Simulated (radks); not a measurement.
Values are calculated unless marked as measured or tabulated.
Successive ionisation energies (eV) of one element, from differences of total energies of ions in their ground configurations, starting at charge 0: 5.885, 11.005, 42.849, 56.835, 71.562, 86.938, 104.63, 121.30, 159.80, 178.53. Code: a radial shooting solver on a logarithmic mesh with Libxc functionals. Model: Dirac Kohn-Sham, PBE, spin-unpolarised, spherical densities, finite nucleus; open shells fill j = l - 1/2 first; Fermi nuclear charge, rms radius 4.224 fm. Which element is it?

Answer. Strontium (Z = 38). The first species listed is Sr in [Kr] 5s2, the last Sr9+ in [Ar] 3d10 4s1.
